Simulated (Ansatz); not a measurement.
```yaml
crystal:
  periodic: [false, false, false]
  atoms:
    - {symbol: Si, position_ang: [-1.597509, 0.832684, 0.408020]}
    - {symbol: C, position_ang: [-0.659169, -0.714177, 0.663611]}
    - {symbol: S, position_ang: [1.062918, -0.317609, 1.202545]}
    - {symbol: Si, position_ang: [1.978944, -0.216435, -0.713339]}
    - {symbol: H, position_ang: [-1.054380, 1.644401, -0.754818]}
    - {symbol: H, position_ang: [-1.718320, 1.592414, 1.623562]}
    - {symbol: H, position_ang: [-3.050458, 0.471252, -0.053164]}
    - {symbol: H, position_ang: [-0.661459, -1.424778, -0.246152]}
    - {symbol: H, position_ang: [-1.097607, -1.278108, 1.508439]}
    - {symbol: H, position_ang: [3.471057, -0.007561, -0.483791]}
    - {symbol: H, position_ang: [1.843251, -1.527016, -1.456408]}
    - {symbol: H, position_ang: [1.473861, 0.831180, -1.619778]}
basis:
  gaussian: {orbitals: def2-TZVPP}
hamiltonian: {xc: {name: CAM-B3LYP}, pseudopotentials: {relativity: none}}
smearing: {width: 0.1}
output: {forces: true}
```

```sh
$ ansatz run in.yaml --threads 4 --pin off --events-out ev --progress --plain --max-ram 10444MiB
```

How does Ansatz answer? (An estimate is asked.)

The calculation gave: The program refused the input.
```
Error: YAML parse error: error: line 19 column 1: unknown field `smearing`, expected one of crystal, accuracy, basis, kpoints, hamiltonian, magnetization, projection, total_charge, correlation, batch, efield, external_charges, scf, relax, neb, saddle, md, ramp, phonons, dielectric, real_time, elastic, magnetic_configurations, gw, evaluate, workflow, output, checkpoint, execution
17 |   gaussian: {orbitals: def2-TZVPP}
18 | hamiltonian: {xc: {name: CAM-B3LYP}, pseudopotentials: {relativit…
19 | smearing: {width: 0.1}
20 | output: {forces: true}
```
